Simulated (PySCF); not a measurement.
C₆ coefficients of unlike pairs at UHF

Calculated with PySCF 2.14 from the dipole response of each species, C₆(A,B) = (3/π) ∫ α_A(iu) α_B(iu) du, in atomic units, from isotropic polarisabilities. For ions this is the dispersion term alone; charge-induced terms of lower order in 1/R come first.

```tsv
species	configuration	basis	relativity	α (bohr³)	C₆ (like pair)
Te⁺	[Kr] 4d10 5s2 5p3 (4S)	aug-cc-pVTZ-PP with one added diffuse shell each of d, f type with ECP28MDF (6s5p5d3f)	core potential	22.42	185.8
Si²⁺	[Ne] 3s2 (1S)	aug-cc-pV(Q+d)Z with one added diffuse shell each of s, p, d, f, g type (8s7p6d4f3g)	none	12.59	44.98
Nb	[Kr] 4d4 5s1 (6D)	aug-cc-pwCVTZ-PP with ECP28MDF (8s8p7d4f3g)	core potential	131.8	1600
Li⁺	1s2 (1S)	aug-cc-pV5Z (7s6p5d4f3g2h)	none	0.1881	0.07344
```

(1) Estimate C₆ for Li⁺ with Nb.

No spin-orbit coupling is included.

The other pairs:

```json
{"pair": "Si²⁺, Te⁺", "C₆": "90.52"}
{"pair": "Li⁺, Te⁺", "C₆": "2.761"}
{"pair": "Li⁺, Si²⁺", "C₆": "1.231"}
{"pair": "Nb, Si²⁺", "C₆": "242.4"}
{"pair": "Nb, Te⁺", "C₆": "467.2"}
```

Results:

(1) The integral gives 5.485. The combination rule 2 C_A C_B / (C_A α_B/α_A + C_B α_A/α_B) gives 4.373 and the geometric mean 10.84.
